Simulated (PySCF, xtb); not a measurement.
SiOBr2, SMILES Br[Si](=O)Br.

Harmonic wavenumbers (cm⁻¹) from GFN2-xTB in xtb at its own minimum, in rising order: 110, 192, 231, 363, 507, 1428.

Problem. What does PySCF 2.14.0 with PBE-D3(BJ)/def2-SVP give at its own minimum? (Estimate from the structure and the level; the computed values follow.)

Solution. 122, 215, 243, 347, 501, 1187. Paired by order, the mean absolute difference is 51 cm⁻¹ and the zero-point energies are 4.0 and 3.7 kcal/mol.
